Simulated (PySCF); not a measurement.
SMILES [SiH3]OCCc1cccs1, singlet, GFN2-xTB optimised geometry.

```
19

Si    -1.10    -0.87     3.54
O     -1.88    -1.75     2.43
C     -1.39    -2.58     1.42
C     -1.44    -1.89     0.05
C     -0.51    -0.72     0.00
C      0.85    -0.72     0.00
C      1.40     0.58     0.00
C      0.45     1.55     0.00
S     -1.14     0.90     0.00
H     -0.27    -1.73     4.38
H     -0.21     0.15     2.96
H     -2.25    -0.31     4.22
H     -2.04    -3.47     1.39
H     -0.37    -2.90     1.64
H     -2.46    -1.55    -0.14
H     -1.16    -2.62    -0.71
H      1.44    -1.61    -0.01
H      2.46     0.78     0.00
H      0.59     2.62     0.00
```

Density from PBE0/def2-SVP in PySCF at that geometry.

Minimum of the electron density along straight lines between bonded atoms, close to the bond critical point (lines longer than 1.1 times the sum of covalent radii, or with two minima, are not listed):

| bond | length / Å | ρ at the minimum / e bohr⁻³ | ∇²ρ there / e bohr⁻⁵ | position (fraction from the first atom) |
|---|---|---|---|---|
| Si1–O2 | 1.620 | … | 1.10 | 0.41 |
| O2–C3 | 1.392 | 0.261 | -0.30 | 0.66 |
| C3–C4 | 1.537 | … | -0.56 | 0.50 |
| C4–C5 | 1.490 | 0.258 | -0.60 | 0.48 |
| C5–C6 | 1.361 | 0.322 | -0.81 | 0.51 |
| C6–C7 | 1.413 | 0.295 | -0.73 | 0.50 |
| C7–C8 | 1.356 | 0.324 | -0.82 | 0.49 |
| C5–S9 | 1.731 | 0.212 | … | 0.47 |
| C8–S9 | 1.719 | 0.216 | -0.47 | 0.47 |
| Si1–H10 | 1.468 | 0.118 | 0.32 | 0.49 |
| Si1–H11 | 1.465 | 0.119 | 0.32 | 0.49 |
| Si1–H12 | 1.452 | 0.121 | 0.34 | 0.49 |
| C3–H13 | 1.097 | 0.282 | -1.07 | 0.63 |
| C3–H14 | 1.096 | 0.281 | -1.05 | 0.63 |
| C4–H15 | 1.091 | 0.277 | -1.02 | 0.63 |
| C4–H16 | 1.093 | 0.274 | -1.00 | 0.63 |
| C6–H17 | 1.076 | 0.282 | -1.07 | 0.63 |
| C7–H18 | 1.075 | 0.284 | -1.09 | 0.63 |
| C8–H19 | 1.072 | 0.286 | -1.12 | 0.64 |

Q: Fill in the missing entries.

A: 
- Si1–O2, ρ at the minimum / e bohr⁻³: 0.129
- C3–C4, ρ at the minimum / e bohr⁻³: 0.243
- C5–S9, ∇²ρ there / e bohr⁻⁵: -0.44
